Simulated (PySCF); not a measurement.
SiF₂Cl, SMILES F[Si](F)Cl, multiplicity 2.

Coordinates come from a B3LYP-D3(BJ)/def2-SVP optimisation.

The numbers are results of SMD-B3LYP/def2-SVP (PySCF), not measurements.

Solvation free energies are E(SMD) − E(gas) at the gas-phase geometry, for 1 M in both phases. In vacuum the dipole moment is 1.23 D.

Computed solvation free energies in water, dimethylsulfoxide, chlorobenzene:
```
solvent            ΔG(solv) (kcal/mol)  its non-electrostatic (CDS) part  dipole (D)
-----------------  -------------------  --------------------------------  ----------
water                              0.2                               2.0        1.46
dimethylsulfoxide                 -1.6                               0.2        1.45
chlorobenzene                     -2.2                              -0.8        1.40
```
